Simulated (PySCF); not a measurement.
**Spinor energies of Tc³⁰⁺ (technetium, charge +30)**

Start: [Ne] 3s2 3p1; 3p3/2 filled at m_j = +3/2. Calculated with PySCF 2.14 in an uncontracted even-tempered set (19 s from 4.9 bohr⁻², ratio 2.4; 13 p from 6.4 bohr⁻², ratio 2.4; 5 d from 22 bohr⁻², ratio 2.6; 4 f from 34 bohr⁻², ratio 2.6): generalised Hartree-Fock with the X2C-1e Hamiltonian and a Gaussian nucleus; one run each with spin-orbit coupling (SO) screened by Boettger's factors, then bare. This is a chosen level, not necessarily the ground level.

```
spinor shell  electrons  ε, screened SO (eV)  ε, bare SO (eV)  weight of nominal j (bare SO)  rms radius, bare SO (bohr)
       1s1/2          2             -22749.9         -22749.8                          1.000                      0.0393
       2s1/2          2              -4604.0          -4604.0                          1.000                       0.159
       2p1/2          2              -4366.3          -4370.7                          1.000                       0.138
       2p3/2          4              -4244.7          -4242.9                          1.000                       0.142
       3s1/2          2              -1771.4          -1771.4                          1.000                       0.387
       3p3/2          1              -1675.5          -1675.0                          1.000                       0.379
```

| quantity | screened SO | bare SO |
| --- | --- | --- |
| E (hartree) | -3607.56468 | -3607.59654 |
| M_J | 3/2 | 3/2 |
| ⟨J²⟩ | 3.751 | 3.751 |
| ⟨L²⟩ | 2.004 | 2.004 |
| ⟨S²⟩ | 0.753 | 0.753 |

Each row is a mean over spinors that exchange with the open shell spreads, by up to 14.868 eV (3s1/2).

Breit and QED terms are absent; they matter most for the inner s and p1/2 levels.

Densities and radii are taken from the X2C orbitals without a picture-change correction, which distorts them close to the nucleus.
